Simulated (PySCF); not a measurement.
I: ionisation energy

I [Kr] 4d10 5s2 5p5 (2P) → I+ [Kr] 4d10 5s2 5p4 (3P), as a difference of total energies. All numbers are calculated (PySCF 2.14, the spin-free X2C one-electron Hamiltonian (Gaussian nucleus), in ANO-RCC-VTZP). Correlated levels: valence: [Kr] 4d10 frozen. The calculations carry no spin-orbit coupling.

```tsv
method	ionisation energy (eV)	error (eV)
UHF	9.556	-0.963
MP2 (valence)	10.289	-0.230
SCS-MP2 (valence)	10.290	-0.229
CCSD (valence)	10.314	-0.205
CCSD(T) (valence)	10.345	-0.174
```

Reference: 10.519 eV (measured; NIST levels, between the centres of gravity of the two terms).

Errors of the correlated levels include the incompleteness of this basis and the frozen core.
